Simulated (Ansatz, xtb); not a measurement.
**CH3AuS: which of two isomers lies lower**

Structure I: `C[S][Au]`, a singlet. Structure II: `S[CH2][Au]`, a singlet. Both are isolated molecules in the gas phase, relaxed with B3LYP-D3(BJ)/def2-SVP; the shapes shown needn't be the lowest conformers.

I (Å):

```csv
atom,x (Å),y (Å),z (Å)
C,0.9884,0.3485,-1.5785
Au,3.3350,-0.1888,0.6080
S,1.9723,-1.0833,-1.0009
H,0.3705,0.7764,-0.7777
H,1.6169,1.1278,-2.0301
H,0.3231,-0.0613,-2.3556
```

II (Å):

```json
{"atom": "C", "x (Å)": "1.4425", "y (Å)": "0.5943", "z (Å)": "-1.0989"}
{"atom": "Au", "x (Å)": "2.6816", "y (Å)": "0.2257", "z (Å)": "0.4925"}
{"atom": "S", "x (Å)": "1.5198", "y (Å)": "-0.5892", "z (Å)": "-2.4523"}
{"atom": "H", "x (Å)": "0.4317", "y (Å)": "0.6757", "z (Å)": "-0.6787"}
{"atom": "H", "x (Å)": "1.7613", "y (Å)": "1.5660", "z (Å)": "-1.5007"}
{"atom": "H", "x (Å)": "0.8607", "y (Å)": "-1.5977", "z (Å)": "-1.8373"}
```

Quicker runs give these differences E(II) − E(I): GFN2-xTB +25.2 kcal/mol; r2SCAN-D4/def2-SVP +11.9 kcal/mol (at GFN2-xTB geometries).

Problem. Estimate E(II) − E(I) at the level CCSD(T)/def2-TZVP.

Solution. Calculated at CCSD(T)/def2-TZVP: E(II) − E(I) = +11.5 kcal/mol, so structure I lies lower.

The same difference at several levels:

| level | geometry | E(II) − E(I) (kcal/mol) | departure from the last row (kcal/mol) | job, with rough time for the two |
| --- | --- | --- | --- | --- |
| GFN2-xTB | GFN2-xTB | +25.2 | +13.6 | optimisation, 0.61 s |
| r2SCAN-D4/def2-SVP | GFN2-xTB | +11.9 | +0.3 | single point, 9.3 s |
| B3LYP-D3(BJ)/def2-SVP | B3LYP-D3(BJ)/def2-SVP | +12.2 | +0.7 | optimisation, 58 s |
| HF/def2-TZVP | B3LYP-D3(BJ)/def2-SVP | +22.0 | +10.5 | part of the CCSD(T) run |
| MP2/def2-TZVP | B3LYP-D3(BJ)/def2-SVP | +8.8 | −2.7 | part of the CCSD(T) run |
| CCSD(T)/def2-TZVP | B3LYP-D3(BJ)/def2-SVP | +11.5 |  | single point, 2 min |

As drawn, II has 1 C–Au, 1 S–H in place of 1 Au–S, 1 C–H.

The levels shown agree on the order. The largest departure from CCSD(T)/def2-TZVP is that of GFN2-xTB, 13.6 kcal/mol.

With harmonic frequencies from B3LYP-D3(BJ)/def2-SVP (ideal gas, rigid rotor, one conformer each, 298.15 K, 1 atm): the zero-point term adds −1.4 kcal/mol; ΔH is +10.0 and ΔG +10.3 kcal/mol.

The T1 diagnostic of structures I and II is large, so the coupled-cluster value is less sure. The correlated steps freeze 6 core orbitals; the last core shell of Au is correlated, in a basis made for valence electrons. Atoms past krypton carry core potentials in the def2 sets and no spin–orbit term is included. Mirror images aren't counted in ΔG. Programs: Ansatz 0.2.0, xtb 6.7.1; the last row on 1 thread of Intel(R) Xeon(R) Processor @ 2.50GHz (Skylake/Cascade Lake) on a shared host.
